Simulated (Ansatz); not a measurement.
C2H6GeSe can be A, `C[C]([GeH3])=[Se]`, or B, `C=[C]([GeH3])[SeH]`.

Calculated with Ansatz (gas phase, PBE0-D4/def2-TZVP geometries, no zero-point term in ΔE). CCSD(T)/CBS is the MP2 limit (def2-TZVPP, def2-QZVPP) plus CCSD(T) − MP2 in def2-TZVPP, frozen cores. Functionals use def2-TZVPP. B3LYP here is the variant with VWN-RPA as its local correlation; programs differ in this. For Ge, Se outer-core shells are correlated without core-valence functions, which leaves a few kJ/mol of doubt a bond. Scalar relativity is left out up to krypton. One conformer a species, not always the lowest.

Which isomer does CCSD(T)/CBS put lower? Give the gap. (Best estimate.)

Computed: A, by 1.5 kcal/mol.

Give E(B) − E(A) in kcal/mol with r2SCAN-D4, B2PLYP, HF/def2-TZVPP, PBE-D4, B3LYP, B3LYP-D4, ωB97M-V. (An estimate is asked.)

Ansatz gave: r2SCAN-D4 0.7, B2PLYP 1.5, HF/def2-TZVPP -1.8, PBE-D4 1.3, B3LYP 0.8, B3LYP-D4 0.4, ωB97M-V -0.4. The order is the other way round with HF/def2-TZVPP, ωB97M-V.

Largest T1 diagnostic: 0.014.

From PBE to PBE0 (25 % exact exchange), in def2-TZVPP and without D4, E(B) − E(A) moves by −0.8 kcal/mol. In def2-TZVPP, CCSD(T) changes the Hartree–Fock value by +2.5 kcal/mol (the triples alone add +0.9 kcal/mol) and MP2 by +3.3 kcal/mol.
